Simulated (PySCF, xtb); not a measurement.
3-fluoropenta-1,4-diyne (C₅H₃F), SMILES C(#C)C(F)C#C.

Harmonic wavenumbers (cm⁻¹) from GFN2-xTB run with xtb at its own minimum, in rising order: 109, 180, 190, 270, 461, 474, 545, 647, 669, 675, 685, 883, 997, 1037, 1214, 1232, 2280, 2289, 2838, 3396, 3396.

**Question.** What does PBE-D3(BJ)/def2-SVP (PySCF 2.14.0) give at its own minimum? (Estimate from the structure and the level; the computed values follow.)

**Answer.** 121, 195, 216, 311, 482, 531, 593, 651, 653, 693, 694, 868, 1019, 1023, 1262, 1263, 2171, 2172, 2929, 3405, 3406. Paired by order, the mean absolute difference is 35 cm⁻¹ and the zero-point energies are 35.0 and 35.3 kcal/mol.
